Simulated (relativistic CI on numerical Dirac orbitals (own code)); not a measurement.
## L2,3 absorption of manganese in several valence states

Computed multiplet spectra 2p⁶3dⁿ → 2p⁵3dⁿ⁺¹ (Dirac-Coulomb-Breit ions, Slater integrals scaled by 0.8, an assumed crystal field that grows with the charge, no charge transfer; 300 K; Lorentzian 0.4 eV and Gaussian 0.3 eV FWHM at both edges, so that L2 comes out sharper than in experiment). Peaks over 5 % are given in eV from the highest peak in the L3 region of each spectrum (height, largest 100). S of the lowest state is read from ⟨S²⟩, and the branching ratio is the share of L3, cut at the minimum between the edges.

Field parameters in Wybourne normalisation: Oh B⁴₀ = 21Dq, B⁴₄ = √(5/14) B⁴₀. The field is a parameter set, without covalency.

- Mn2+ (d5, Oh, 10Dq = 15750 cm⁻¹): S = 2.50, high spin, branching ratio 0.77; peaks -2.0 (38), 0.0 (100), 1.2 (24), 3.2 (8), 4.2 (5), 9.0 (14), 11.0 (19), 12.2 (14)
- Mn3+ (d4, Oh, 10Dq = 20350 cm⁻¹): S = 1.96, high spin, branching ratio 0.67; peaks -2.4 (57), 0.0 (100), 1.3 (56), 2.8 (19), 6.7 (15), 7.9 (40), 10.1 (23), 11.3 (26), 12.6 (12)
- Mn4+ (d3, Oh, 10Dq = 24950 cm⁻¹): S = 1.50, branching ratio 0.59; peaks -3.5 (29), -1.9 (52), 0.0 (86), 0.7 (73), 1.2 (74), 3.9 (12), 5.8 (8), 7.8 (39), 9.0 (100), 10.2 (39), 11.8 (49), 13.4 (6)

**Question.** What spin state follows for Mn5+ in Oh, 10Dq = 29550 cm⁻¹, and does its branching ratio lie nearer 2/3 or nearer 0.8?

**Answer.** Mn5+ (d2, Oh, 10Dq = 29550 cm⁻¹): S = 1.00, branching ratio 0.58; peaks -6.9 (8), -6.2 (10), -4.3 (33), -2.8 (30), -2.3 (31), 0.0 (100), 0.7 (86), 1.7 (54), 2.5 (24), 3.4 (29), 4.3 (46), 6.1 (19), 7.1 (28), 8.8 (72), 10.4 (72), 11.5 (64), 12.8 (15). High-spin states, above all those with an unquenched orbital moment, raise the ratio above the statistical 2/3; low spin and nearly empty shells keep it near or below 2/3.

The centroid of the whole edge, which also moves with the branching ratio, lies at 645.3 (Mn2+), 648.5 (Mn3+), 653.2 (Mn4+), 657.8 (Mn5+) eV in this ionic model, in steps of 3.2 to 4.7 eV. Compounds show about 1 to 2 eV a unit and lower energies for the high valences, since ligands screen the charge. The multiplet shape follows the d count and the spin state, and so serves as a fingerprint of valence.
